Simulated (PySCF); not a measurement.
Several molecules and their computed UV-vis stick spectra, shuffled. Theory: TDDFT wB97X-D/def2-SVPD, vertical, gas phase, core orbitals frozen in the response (PySCF). Geometries: PBE0-D3(BJ)/def2-SVP; one conformer of each isolated species. Triplets are in the Tamm–Dancoff approximation.

A. `C#CS` (C2H2S)
B. `CCC(C)(C)C#N` (C6H11N)
C. `COS(=O)OC` (C2H6O3S)
D. `CCC#[N+][BH2-]N([SiH3])[SiH3]` (C3H13BN2Si2)
E. `C/N=C/C1=CC=CS1` (C6H7NS)

Lowest singlet levels (six at most, fewer where fewer were computed) with oscillator strengths:

1. 160 nm (f 0.000); 153 nm (f 0.004); 153 nm (f 0.004); 136 nm (f 0.050); 136 nm (f 0.053); 133 nm (f 0.006); T1 6.45 eV
2. 208 nm (f 0.072); 178 nm (f 0.002); 177 nm (f 0.005); 169 nm (f 0.015); 156 nm (f 0.068); 154 nm (f 0.085); T1 4.88 eV
3. 268 nm (f 0.001); 261 nm (f 0.317); 234 nm (f 0.124); 194 nm (f 0.001); 184 nm (f 0.001); 180 nm (f 0.000); T1 3.08 eV
4. 249 nm (f 0.000); 200 nm (f 0.006); 199 nm (f 0.010); 193 nm (f 0.003); 176 nm (f 0.000); 165 nm (f 0.111); T1 4.67 eV
5. 225 nm (f 0.022); 218 nm (f 0.000); 205 nm (f 0.001); 198 nm (f 0.005); 189 nm (f 0.115); 181 nm (f 0.036); T1 5.29 eV

Question: Match each spectrum to its molecule.

Answer: 1 = B, 2 = C, 3 = E, 4 = A, 5 = D.
- A: S1 at 4.99 eV, HOMO→LUMO (82%), HOMO→LUMO+1 (11%); Löwdin shares by element: HOMO carbon 51%, sulfur 44%; LUMO sulfur 42%, carbon 32%, hydrogen 23% or more; HOMO -8.83 and LUMO 1.38 eV; point group Cs, 2 of its 6 listed states under f = 0.0005.
- B: S1 at 7.76 eV, HOMO-1→LUMO+2 (23%), HOMO→LUMO+1 (13%), HOMO-1→LUMO+5 (10%); Löwdin shares by element: HOMO carbon 47% or more, nitrogen 33% (atoms not listed hold the other 20%); LUMO carbon 43% or more (atoms not listed hold the other 57%); HOMO -11.01 and LUMO 2.08 eV.
- C: S1 at 5.97 eV, HOMO→LUMO (92%); Löwdin shares by element: HOMO oxygen 65%, sulfur 29%; LUMO sulfur 48%, oxygen 39%; HOMO -9.75 and LUMO 1.28 eV; point group Cs.
- D: S1 at 5.50 eV, HOMO→LUMO (83%); Löwdin shares by element: HOMO nitrogen 52% or more, silicon 19%, hydrogen 5% or more (atoms not listed hold the other 24%); LUMO carbon 50%, nitrogen 27% or more (atoms not listed hold the other 23%); HOMO -8.42 and LUMO 0.92 eV.
- E: S1 at 4.62 eV, HOMO-2→LUMO (90%); Löwdin shares by element: HOMO carbon 55% or more, nitrogen 15% (atoms not listed hold the other 30%); LUMO carbon 29% or more, nitrogen 18%, sulfur 13% (atoms not listed hold the other 40%); HOMO -8.39 and LUMO 0.20 eV; point group Cs, 1 of its 6 listed states under f = 0.0005.
